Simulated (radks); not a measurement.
The mean radii <r> (bohr) of the occupied orbitals of an atom or ion are listed with their occupations. Calculated with a radial shooting solver on a logarithmic mesh with Libxc functionals: Dirac Kohn-Sham, PBEsol, spin-unpolarised, spherical densities, point nucleus.

orbital      occ.      <r>
1s1/2           2  0.01605
2s1/2           2  0.06691
2p1/2           2  0.05488
2p3/2           4  0.06380
3s1/2           2   0.1740
3p1/2           2   0.1645
3p3/2           4   0.1807
3d3/2           4   0.1570
3d5/2           6   0.1619
4s1/2           2   0.3842
4p1/2           2   0.3854
4p3/2           4   0.4200
4d3/2           4   0.4247
4d5/2           6   0.4358
5s1/2           2   0.8540
4f5/2           6   0.4509
4f7/2           8   0.4572
5p1/2           2   0.9125
5p3/2           4    1.005
5d3/2           4    1.279
5d5/2           6    1.328
6s1/2           2    2.311
6p1/2    0.666667    3.005
6p3/2     1.33333    3.509

Name the element and its charge. Open shells, if any, are shared by 2j + 1.

Answer. Z = 82, lead, charge 0: Pb in [Hg] 6p2. The 1s radius gives Z: for a bare nucleus <r> = (2 gamma + 1)/(2Z) with gamma = sqrt(1 - (Z/c)^2), 0.01587 bohr for Z = 82, and screening makes it slightly larger (0.01605 here). The occupations add up to 82, and the charge is Z minus that.
